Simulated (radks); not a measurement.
Problem. Valence configurations of neutral chromium (all share [Ar]). Method: Dirac Kohn-Sham, PBE, spin-unpolarised, spherical densities, finite nucleus; open shells fill j = l - 1/2 first; Fermi nuclear charge, rms radius 3.6452 fm; computed with a radial shooting solver on a logarithmic mesh with Libxc functionals. Order these by energy: 3d5 4s0.5 4p0.5; 3d4.5 4s1.5; 3d5 4s1; 3d4 4s1 4p1; 3d5.5 4s0.5; 3d3 4s1 4p2; 3d4 4s2; 3d5 4p1; 3d6.

Solution. From the lowest, in eV above it: 3d4.5 4s1.5 0.000; 3d4 4s2 0.190; 3d5 4s1 0.350; 3d5.5 4s0.5 1.101; 3d5 4s0.5 4p0.5 1.874; 3d6 2.129; 3d5 4p1 3.449; 3d4 4s1 4p1 3.766; 3d3 4s1 4p2 11.297. NIST lists [Ar] 3d5 4s1 as the ground configuration; this level of theory puts 3d4.5 4s1.5 lower, by 0.350 eV. The energies are those of spherical spin-averaged densities, not of single terms.
